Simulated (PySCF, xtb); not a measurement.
diantimony (Sb₂), SMILES [Sb]#[Sb].

Harmonic wavenumbers (cm⁻¹) from GFN2-xTB (xtb) at its own minimum, in rising order: 277.

Problem. What does PBE-D3(BJ)/def2-TZVP (PySCF) give at its own minimum? (The exact figures need the calculation; the answer reports its results.)

Solution. 276. Paired by order, the mean absolute difference is 1 cm⁻¹ and the zero-point energies are 0.4 and 0.4 kcal/mol.
